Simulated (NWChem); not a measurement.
Molecule: CdHI; SMILES [CdH][I]

```xyz
3

Cd     0.0169     1.3202     0.0000
H      0.0407     2.9844     0.0000
I     -0.0074    -1.2828     0.0000
```
Atoms are numbered in this order, from 1.

All runs: NWChem. Structure relaxed at the PBE0/def2-SVP level. def2 effective core potentials on Cd, I; no spin-orbit coupling. Vertical excitations in the gas phase; the lowest state need not have the same character in each row.

For level LDA (Slater exchange, VWN5)/def2-SVP, TDA:

```
Quantity                                  Value
----------------------------------------  -----
lowest excitation, singlet (eV)            4.62
lowest state with f > 0.02, singlet (eV)   5.25
orbital gap (eV)                           4.42
```

**Question.** How do the values read with level B3LYP/def2-SVP, TDA instead?

**Answer.** 
| Property | Value |
|---|---|
| lowest excitation, singlet (eV) | 4.92 |
| lowest state with f > 0.02, singlet (eV) | 4.92 |
| orbital gap (eV) | 5.88 |
